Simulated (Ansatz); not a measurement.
A structure relaxed at PBE0-D4/def2-TZVP, charge 0, multiplicity 1:

```
atom   x (Å)   y (Å)   z (Å)
  F1  -2.623  -1.241   0.477
 Al2  -1.410  -0.842  -0.562
  F3  -1.557  -1.256  -2.148
  O4   0.171  -1.443   0.083
  C5   1.133  -0.708   0.462
  C6   1.141   0.681   0.454
  C7   0.047   1.412   0.010
  O8  -1.041   0.925  -0.423
  H9   2.018  -1.238   0.822
 H10   2.019   1.205   0.801
 H11   0.102   2.504   0.023
```

Give its formula and SMILES.

C3H3AlF2O2, `[F][Al-]1([F])[O]C=CC=[O+]1`.

Point group (tolerance 0.08 Å, 0.16 Å for H)?

C2v.

Summarise the bond lengths by kind.

2 × Al–F 1.645 to 1.646 Å; 2 × Al–O 1.810 Å; 2 × C–O 1.268 Å; 2 × C–C 1.389 Å; 3 × C–H 1.080 to 1.093 Å.

All numbers were calculated with Ansatz.
